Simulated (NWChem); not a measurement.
CHBr₂Cl; SMILES ClC(Br)Br

```xyz
5

Cl     2.0821    -0.0931     0.0000
C      0.4125     0.4963     0.0000
Br    -0.5471    -0.0428    -1.6151
Br    -0.5471    -0.0428     1.6151
H      0.4291     1.5981     0.0000
```
Atoms are numbered in this order, from 1.

Computed with NWChem. Pople sets run with spherical d functions. Geometry: optimised at PBE-D3(BJ)/def2-SVP. Total energies compare along this basis series because the functional is fixed.

| level | basis functions | energy (Ha) | highest occupied level (eV) | orbital gap (eV) | dipole (D) |
|---|---|---|---|---|---|
| Hartree-Fock/STO-3G | 51 | -5581.8850 | -9.03 | 15.64 | 1.51 |
| Hartree-Fock/3-21G | 68 | -5615.5954 | -11.10 | 13.29 | 1.46 |
| Hartree-Fock/6-31G* | 98 | -5642.1031 | -11.32 | 13.23 | 1.22 |
| Hartree-Fock/6-311G** | 138 | -5642.6766 | -11.33 | [?] | 1.21 |

Question: Some entries are withheld; supply them.

Answer: 
- Hartree-Fock/6-311G**, orbital gap (eV): 13.13
